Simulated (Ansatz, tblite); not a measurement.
Cost and result up the ladder for Si(iPr)Cl3 (C3H7Cl3Si) (14 atoms). The state is a singlet with charge 0. Geometry: PBE-D4/def2-SVP.

```tsv
atom	x (Å)	y (Å)	z (Å)
Si1	0.876	0.931	1.008
C2	0.247	-0.315	-0.258
C3	-0.400	0.396	-1.457
C4	-0.692	-1.338	0.404
H5	1.172	-0.836	-0.598
H6	0.299	1.105	-1.944
H7	-1.300	0.966	-1.145
H8	-0.721	-0.346	-2.219
H9	-1.012	-2.102	-0.335
H10	-0.203	-1.863	1.248
H11	-1.606	-0.844	0.794
Cl12	2.174	2.289	0.131
Cl13	1.883	-0.027	2.546
Cl14	-0.714	1.985	1.825
```

Ansatz on 2 threads of AMD EPYC 7R13 on a shared host and a share (18 GiB) of an NVIDIA H100 80GB HBM3; xTB runs through tblite on one thread. Times are rough, summed over both states, and most runs start from the orbitals of an earlier one. PBE0-D4/def2-TZVP serves as the yardstick here, not as an exact answer. The other state is a triplet.

The xTB rows come from tblite. HOMO above LUMO, or a gap near zero within one spin, warns that the state may not be the lowest or that an electron is smeared out.

xTB has no spin-polarisation term.

| level | functions | wall time | vertical triplet (eV) | difference from PBE0-D4/def2-TZVP (eV) | remarks |
| --- | --- | --- | --- | --- | --- |
| GFN1-xTB | 62 | 0.033 s | 7.57 | 0.51 | – |
| GFN2-xTB | 55 | 0.036 s | 6.34 | -0.73 | – |
| PBE-D4/def2-TZVP | 283 | 31 s | 6.40 | -0.67 | gap within one spin near zero (triplet) |
| r2SCAN-D4/def2-TZVP | 283 | 38 s | 6.81 | -0.26 | gap within one spin near zero (triplet) |
| PBE0-D4/def2-TZVP | 283 | 39 s | 7.07 | 0.00 | – |
